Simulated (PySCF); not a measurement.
## A survey of $^{19}$F NMR shifts

[PySCF 2.14: PBE0/pcSseg-1 with gauge-including orbitals; GFN2-xTB structure; one conformer; relativity neglected; isolated molecule; rapidly exchanging positions averaged]

Shieldings were converted by a linear fit to measured shifts: $^{19}$F: δ = 146.13 − 0.903σ +14.6 on sp3 carbon (rms 6.0 ppm, 223 shifts, 7.0 ppm with the 5 outliers that the fit left out vs CFCl3, solution or neat liquid). Occasional misses reach two or three times the rms, and more in compound classes unlike the fitted ones.

Question: Give the $^{19}$F shifts of `O=C(Cl)c1ccccc1F`, `F[C@H]1CSC(=S)S1`.

Answer: 
| compound | environment | δ (ppm) |
| --- | --- | --- |
| O=C(Cl)c1ccccc1F | aryl fluorine | -103.4 |
| F[C@H]1CSC(=S)S1 | fluorine on an sp3 carbon | -142.0 |

Question: Match the shifts -98.2, -109.7, -136.6 ppm to `C#CC1=CC(=C)C(F)=C1C#CC`, `O=C(Cl)c1cccc(F)c1`, `O=C(Cl)c1ccc(F)cc1`.

Answer: -98.2: O=C(Cl)c1ccc(F)cc1 (aryl fluorine); -109.7: O=C(Cl)c1cccc(F)c1 (aryl fluorine); -136.6: C#CC1=CC(=C)C(F)=C1C#CC (vinylic fluorine).
